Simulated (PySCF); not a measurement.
**Ge₂: frontier orbitals**

PBE0 at R = 2.386 Å; Ge cc-pVTZ-PP with ECP10; scalar-relativistic core potentials (PySCF 2.14). State: triplet, unpaired electrons σ ↑, π ↑, a second solution, started from another occupation. Only the outer orbitals are listed.

| spin | orbital | occ. | ε (eV) | main shells (%) |
| --- | --- | --- | --- | --- |
| α | σg | 1 | -15.55 | 92 s |
| α | σu | 1 | -11.90 | 90 s, 10 p |
| α | σg | 1 | -6.77 | 91 p, 8 s |
| α | πu | 1 | -6.26 | 97 p |
| α | πu | 1 | -5.64 | 98 p |
| α | πg | 0 | -2.42 | 97 p |
| α | πg | 0 | -1.93 | 96 p |
| β | σg | 1 | -14.19 | 94 s |
| β | σu | 1 | -10.66 | 92 s |
| β | πu | 1 | -5.27 | 98 p |
| β | σg | 0 | -3.72 | 91 p, 8 s |
| β | πu | 0 | -3.43 | 98 p |
| β | πg | 0 | -1.58 | 98 p |

Which are the highest filled and the lowest empty level, where do they sit, and how wide is the gap?

Highest filled β πu at -5.27 eV (in %: 98 p); lowest empty β σg at -3.72 eV (in %: 91 p, 8 s); the gap at PBE0 is 1.55 eV.

```json
{
 "bond order (Mayer)": "2.21",
 "⟨S²⟩": "2.006"
}
```

Spin–orbit coupling is left out.
